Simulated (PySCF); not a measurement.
Rigid-rotor lines calculated for a species of formula C4H7FSi (commonest isotopes; PBE0-D3(BJ)/def2-SVP geometry optimisation, gas phase in PySCF), labelled J(Ka,Kc):

| transition | MHz |
| --- | --- |
| 1(1,1) ← 0(0,0) | 5874.0 |
| 2(1,2) ← 1(1,1) | 9260.4 |
| 2(1,1) ← 1(1,0) | 11325.1 |
| 2(0,2) ← 1(0,1) | 9716.8 |
| 1(0,1) ← 0(0,0) | 5146.4 |

(1) Find the rotational constants.

(2) What moments of inertia, asymmetry and inertial defect follow?

(3) Which dipole components do these lines need?

(4) Where do these fall, and of which type are they? 2(2,0) ← 1(1,1); 2(2,1) ← 1(1,1); 2(2,0) ← 2(2,1); 2(2,1) ← 2(1,1); 2(2,1) ← 1(1,0); 1(1,1) ← 1(0,1); 2(1,2) ← 1(0,1); 1(1,0) ← 1(1,1); 2(1,1) ← 1(0,1); 2(0,2) ← 1(1,1); 1(1,0) ← 1(0,1); 2(1,1) ← 2(1,2).

(5) Which structure gave them?

Answers

(1) 1(0,1) ← 0(0,0) is B + C, 2(1,1) ← 1(1,0) is 3B + C and 2(1,2) ← 1(1,1) is B + 3C, so B − C is half the difference of the last two, 1032.4 MHz. 1(1,1) ← 0(0,0) is A + C. A = 3817.0, B = 3089.4, C = 2057.0 MHz.

(2) I = 505379 MHz·u·Å² over each constant: Ia = 132.40, Ib = 163.59, Ic = 245.69 u·Å²; κ = (2B − A − C)/(A − C) = 0.173 (asymmetric top); Δ = Ic − Ia − Ib = -50.30 u·Å².

(3) μa and μb (a-type: ΔKa even, ΔKc odd; b-type: both odd). The calculation gives |μa| = 0.98 D, |μb| = 0.96 D, |μc| = 1.20 D.

(4) 
```tsv
transition	MHz	type	branch
2(2,0) ← 2(2,1)	576	a	Q
1(1,1) ← 1(0,1)	728	c	Q
1(1,0) ← 1(1,1)	1032	a	Q
1(1,0) ← 1(0,1)	1760	b	Q
2(2,1) ← 2(1,1)	2183	c	Q
2(1,1) ← 2(1,2)	3097	a	Q
2(0,2) ← 1(1,1)	8989	b	R
2(1,2) ← 1(0,1)	9988	b	R
2(1,1) ← 1(0,1)	13085	c	R
2(2,1) ← 1(1,0)	13508	b	R
2(2,1) ← 1(1,1)	14540	c	R
2(2,0) ← 1(1,1)	15116	b	R
```

(5) `[SiH2]1[C@H](CC=C1)F`, point group C1. Three constants can't fix a structure by themselves; this is the one that was computed:
```
atom  x, y, z in Å
F1     0.609   -1.814   -1.054
C2     0.627   -1.058    0.115
C3     1.210    0.321   -0.199
C4     0.107    1.298   -0.517
C5    -1.161    0.989   -0.195
Si6   -1.195   -0.695    0.605
H7     1.240   -1.599    0.853
H8     1.926    0.223   -1.033
H9     1.794    0.698    0.661
H10    0.378    2.258   -0.976
H11   -1.980    1.688   -0.383
H12   -1.404   -0.636    2.087
H13   -2.146   -1.689    0.027
```

The values belong to one conformer (point group C1) with, in the numbering `[F:1][C@H:2]1[CH2:3][CH:4]=[CH:5][SiH2:6]1`, F1–C2–C3–C4 93°, C2–C3–C4–C5 16°, C4–C5–Si6–C2 -11°, F1–C2–Si6–C5 -97°. PBE0-D3(BJ)/def2-SVP frequencies: not computed here. Constants of a rigid frame at the computed geometry: no zero-point averaging, no centrifugal distortion.
